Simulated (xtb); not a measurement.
C₁₄H₂₂S₈, SMILES CSSSSC(C)(C)c1cccc(C(C)(C)SSSSC)c1. All values are semi-empirical tight-binding results from xtb (GFN2-xTB unless named), good for trends rather than for accurate numbers. Geometry optimised at GFN2-xTB. One conformer was computed; it need not be the lowest.

Task: Estimate the properties. (An estimate is asked for; the answer gives what the named calculation found.)

Result: 
| Property | Result |
|---|---|
| orbital gap | 2.84 eV |
| zero-point energy | 206.2 kcal/mol |
| G − E(el) at 298.15 K (modified RRHO) | 167.7 kcal/mol |
| static polarisability (D4 model) | 319.3 bohr³ |
| solvation energy, GFN2-xTB/ALPB(water) | -0.2 kcal/mol |
| solvation energy, GFN2-xTB/ALPB(dmf) | -21.5 kcal/mol |
